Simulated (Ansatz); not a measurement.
CH5SbSi (`[CH2]1[SiH2][SbH]1`), relaxed with RKS PBE-D4/def2-SVP in Ansatz from a rough embedded geometry. The force threshold is 0.03 eV/Å; the program also tests the step.

Total charge 0; spin multiplicity 1. Sb: def2 effective core potential.

Start:

```xyz
8

C     0.172   -0.880    0.116
Si   -0.071    0.647   -0.863
Sb    0.954    0.460    1.470
H     0.918   -1.557   -0.401
H    -0.813   -1.382    0.409
H    -1.467    1.125   -0.919
H     0.895    0.787   -1.988
H    -0.588    0.800    2.177
```

```
step  energy (eV)  largest force (eV/Å)  largest move (Å)
   1  -15523.4414                 3.104             0.000
   2  -15523.8591                 0.668             0.127
   3  -15523.8732                 0.271             0.094
   4  -15523.8917                 0.120             0.099
   5  -15523.8950                 0.052             0.069
   6  -15523.8955                 0.070             0.016
   7  -15523.8959                 0.035             0.019
   8  -15523.8960                 0.009             0.009
```

End:

```xyz
8

C     0.119   -0.983    0.035
Si   -0.058    0.663   -0.823
Sb    0.997    0.551    1.503
H     0.903   -1.676   -0.317
H    -0.766   -1.508    0.435
H    -1.439    1.220   -0.988
H     0.832    0.906   -2.005
H    -0.588    0.828    2.160
```

Run time 12 s (2 threads of an Intel Xeon 6975P-C on a shared host); peak host memory 0.15 GiB.
